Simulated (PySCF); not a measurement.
## BeGe: from constants to spectrum

PBE constants of BeGe, ³Σ⁻ (triplet), unpaired electrons π ↑↑ (Be jorge-DZP-DKH, Ge jorge-DZP-DKH; spin-free X2C with a Gaussian nucleus (PySCF 2.14); masses 9.0122 and 73.9212 u):

```
ωe            : 534.0 cm⁻¹
ωexe          : 4.1 cm⁻¹
Be            : 0.45767 cm⁻¹
αe            : 0.00469 cm⁻¹
De to Be + Ge : 1.86 eV
```

(1) What force constant and bond length do these constants imply?

(2) Estimate the centrifugal constant D from the Kratzer relation and find the Dunham coefficient a1.

Spin–orbit coupling is left out. The state is the lowest determinant that a PBE0 search found; another state may lie lower at other levels.

Results:

(1) Reduced mass μred = 8.0328 u; k = 5.8918×10⁻⁷·μred·ωe² (u, cm⁻¹, mdyn/Å) = 1.35 mdyn/Å; Re = √(16.8576/(μred·Be)) (u, cm⁻¹, Å) = 2.141 Å.

(2) D = 4Be³/ωe² = 1.34e-06 cm⁻¹; a1 = −1 − αeωe/(6Be²) = -2.99.
